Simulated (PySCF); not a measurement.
Nb(O)2(OH) (HNbO3), SMILES [Nb]([OH])(=[O])=[O], multiplicity 1.

The structure is a stationary point at PBE0-D3(BJ)/def2-SVP. The multiplicity is an assumed one; other spin states were not compared. The def2 effective core potentials stand for the cores of Nb; spin–orbit coupling is left out. One conformer was computed; it need not be the lowest.

Two levels are set side by side: TDA-PBE/def2-SVPD (PySCF) and TDA-ωB97X/def2-SVPD (PySCF). Vertical, same geometry. The lowest singlet is HOMO→LUMO 100 % with PBE and HOMO→LUMO 93 % with the other functional; states are paired by order. Differences are taken from unrounded values.

```tsv
quantity	TDA-PBE
lowest singlet excitation (eV)	2.48
lowest triplet excitation (TDA) (eV)	2.37
```

Question: These are the TDA-PBE values. What does TDA-ωB97X give? (An estimate is asked for; the answer gives what the named calculation found.)

Answer: 
```json
[
 {"quantity": "lowest singlet excitation (eV)", "TDA-ωB97X": "3.46", "TDA-PBE minus TDA-ωB97X": "-0.98"},
 {"quantity": "lowest triplet excitation (TDA) (eV)", "TDA-ωB97X": "3.36", "TDA-PBE minus TDA-ωB97X": "-0.99"}
]
```

Functionals without exact exchange tend to place singlet excitations lower, as here. Differences between two approximate levels are no errors against the true value.

Rough cost on one machine, each run with all the roots and properties that it gave: TDA-ωB97X against TDA-PBE about 4 times.
